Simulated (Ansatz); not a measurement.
Ga₁₀As₁₀H₃₀, a nanocrystal cut from zinc blende GaAs (hydrogen-capped), relaxed as a singlet with RKS PBE-D4/def2-SVP in Ansatz, starting from a model built from a lattice or polyhedron. Force threshold 0.03 eV/Å.

Single mean-field runs in def2-SVP are fitted with def2-universal-jkfit.

Start:

```xyz
50

Ga    2.4501   -1.6266   -0.8635
Ga   -0.8411   -3.7516   -1.6451
Ga    1.0592   -0.8151    2.7904
Ga   -2.2401   -2.9069    1.9916
Ga    0.2694   -0.7766   -4.0978
Ga    2.1608    2.1673    0.3419
Ga   -0.0209    3.0199   -2.8725
Ga   -1.1441    0.0571   -0.4210
Ga   -2.4942    0.8499    3.2045
Ga   -1.4279    3.8457    0.7822
As    1.4307   -3.8210   -0.7913
As    2.5201   -0.8482   -3.1960
As    1.1633   -0.0546    0.4450
As   -2.1520   -2.1602   -0.3576
As    0.0446   -3.0253    2.8755
As   -0.2651    0.7633    4.0973
As   -1.0709    0.8180   -2.7629
As    2.2379    2.9000   -1.9738
As    0.8565    3.7594    1.6708
As   -2.4433    1.6340    0.8673
H     3.8833   -1.7091   -0.3168
H    -0.7895   -3.2792   -3.1264
H    -1.5073   -5.1443   -1.6133
H     2.4736   -0.8833    3.3480
H    -2.8905   -4.3211    2.0653
H    -3.0822   -1.9222    2.7954
H    -0.3721   -2.1539   -4.0226
H     0.3268   -0.2909   -5.5865
H     3.5802    2.0954    0.9058
H     0.0163    3.5055   -4.3301
H    -0.8712    4.0296   -2.0449
H    -3.2049   -0.5418    3.2551
H    -3.3740    1.8571    4.0243
H    -1.3701    4.3377   -0.6849
H    -2.2630    4.8473    1.6297
H     2.2551   -4.8309   -1.6166
H     1.3710   -4.3000    0.6597
H     3.3658   -1.8462   -4.0129
H     3.1732    0.4961   -3.2713
H    -3.5624   -2.0763   -0.8994
H     0.8510   -4.0007    2.0118
H    -0.0562   -3.5042    4.3329
H    -0.3128    0.2736    5.5498
H     0.3878    2.1429    4.0448
H    -2.4716    0.8736   -3.3253
H     3.0706    1.9210   -2.8099
H     2.8915    4.2897   -2.0642
H     1.4739    5.1332    1.5990
H     0.7968    3.2752    3.1094
H    -3.8820    1.6975    0.3092
```

```tsv
step	energy (eV)	largest force component (eV/Å)	SCF passes
1	-1132378.9241	1.435	20
2	-1132381.8688	0.725	25
3	-1132382.8046	0.217	26
4	-1132383.1579	0.075	25
5 (rejected)	-1132383.1063	0.307	21
6	-1132383.2237	0.030	19
7	-1132383.2398	0.015	19
8	-1132383.2413	0.012	20
```

Force components are those of the run's own axes.

End:

Cartesian coordinates in Å:
```
Ga 2.6101 -1.6237 -0.7976
Ga -1.0786 -4.0716 -1.6716
Ga 1.2234 -0.8122 2.8157
Ga -2.4674 -3.2578 1.9578
Ga 0.2086 -0.6319 -4.4807
Ga 2.3195 2.1300 0.4115
Ga -0.0872 3.1380 -3.2652
Ga -1.1085 0.0551 -0.4371
Ga -2.8087 1.1306 3.3710
Ga -1.7079 4.0868 0.9601
As 1.3465 -3.7718 -0.9320
As 2.3883 -0.9874 -3.2006
As 1.1874 -0.0590 0.4689
As -2.0486 -2.2291 -0.2843
As -0.1191 -2.9144 2.8982
As -0.3961 0.6363 4.0435
As -0.9085 0.8249 -2.7806
As 2.0774 2.9853 -1.9205
As 0.7655 3.7536 1.4968
As -2.3495 1.6684 0.9709
H 4.0972 -1.7700 -0.2935
H -1.0351 -3.7514 -3.2098
H -1.5337 -5.4356 -1.0203
H 2.6463 -0.9180 3.4874
H -2.5934 -4.8163 1.7405
H -3.3705 -2.3811 2.8992
H -0.3988 -2.0788 -4.5727
H 0.5989 0.2898 -5.7015
H 3.7937 2.1615 0.9707
H 0.3729 3.1643 -4.7750
H -0.8962 4.2651 -2.5263
H -3.5373 -0.2457 3.5847
H -3.1617 2.4885 4.0946
H -1.6876 4.7310 -0.4735
H -2.3201 4.7378 2.2614
H 2.2392 -4.6609 -1.7960
H 1.6233 -4.4921 0.3844
H 3.2227 -2.0385 -3.9304
H 3.3611 0.1691 -3.4112
H -3.4519 -2.0467 -0.8626
H 0.8296 -4.0244 2.4552
H -0.1216 -3.2839 4.3805
H -0.3856 0.0683 5.4615
H 0.3673 1.9154 4.3746
H -2.3656 0.8591 -3.2419
H 3.1909 2.3159 -2.7207
H 2.7233 4.3686 -1.8661
H 1.4865 5.0928 1.3540
H 0.9978 3.6025 2.9974
H -3.7380 1.6634 0.3312
```

By distances, no bond broke or formed. The bond that changes most is Ga9–As16, from 2.40 to 2.55 Å (atoms count from 1).

The force fell under the threshold at step 7, but the optimiser went on. No frequencies were taken in this run, so the end may be a saddle point.

Hardware: 11 threads of AMD EPYC 7R13 on a shared host and a whole NVIDIA H100 80GB HBM3. Wall time 26 s.
